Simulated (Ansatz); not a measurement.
System: CH4BO2, charge 0, multiplicity 2. It need not be the lowest isomer of its formula. 
Coordinates optimised at B3LYP-D3(BJ)/def2-TZVP (Ansatz, a program for electronic structure):
```xyz
8

B     -0.1075     0.0435     0.0189
C      1.4535    -0.0900    -0.2324
O     -0.5834     1.2869     0.1515
O     -0.8932    -1.0785     0.0900
H      1.8748    -0.6985     0.5716
H      1.9795     0.8614    -0.2707
H      1.6000    -0.6171    -1.1784
H     -1.8255    -0.8906     0.2451
```
Charge 0, spin multiplicity 2.

Basis-set convergence of Hartree-Fock and CCSD correlation energies (hartree) with Ansatz. Correlated levels leave the core frozen unless marked. Open shells are spin-unrestricted. No spin-orbit coupling. Non-relativistic.

| basis | functions | E(HF) | E(corr, CCSD) |
|---|---|---|---|
| aug-cc-pVDZ | 128 | -214.70958 | -0.62071 |
| aug-cc-pVTZ | 276 | ___ | ___ |

Problem. Some entries are withheld; supply them.

Solution. 
- aug-cc-pVTZ, E(HF): -214.76712
- aug-cc-pVTZ, E(corr, CCSD): -0.74459
